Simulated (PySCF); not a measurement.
# A series of square pyramidal complexes of Different ions with F ligands

All values are computed with PySCF: state-averaged CASSCF of the d shell with SC-NEVPT2, spin-free X2C, triple-zeta basis on the metal and double-zeta on the ligands, mean-field spin-orbit coupling; DFT geometries.

| complex | point group | M–L / Å | L–M–L / ° (cis) | solvent |
| --- | --- | --- | --- | --- |
| [NiF5]3- | C4v | 1.99–2.01 | 88–100 | water |
| [CrF5]3- | C4v | 1.99–2.29 | 90–95 | water |
| [CuF5]3- | C2v | 1.94–2.24 | 89–98 | water |
| [CrF5]2- | C4v | 1.83–1.89 | 89–98 | water |

Q: Rank by the spin-orbit constant ζ, lowest first.
A. [CuF5]3-
B. [NiF5]3-
C. [CrF5]3-
D. [CrF5]2-

A: C (229 cm⁻¹), D (254 cm⁻¹), B (650 cm⁻¹), A (807 cm⁻¹).

Q: What are the ground states and moments?

A: 
```json
{"complex": "[NiF5]3-", "shell": "d8", "ground state (NEVPT2)": "3B1", "total orbital splitting (CASSCF fit) / cm⁻¹": "7507", "μeff(300 K) / μB": "3.58"}
{"complex": "[CrF5]3-", "shell": "d4", "ground state (NEVPT2)": "5B1", "total orbital splitting (CASSCF fit) / cm⁻¹": "15604", "μeff(300 K) / μB": "4.88"}
{"complex": "[CuF5]3-", "shell": "d9", "ground state (NEVPT2)": "2A1", "total orbital splitting (CASSCF fit) / cm⁻¹": "9261", "μeff(300 K) / μB": "2.03"}
{"complex": "[CrF5]2-", "shell": "d3", "ground state (NEVPT2)": "4B1", "total orbital splitting (CASSCF fit) / cm⁻¹": "16855", "μeff(300 K) / μB": "3.82"}
```
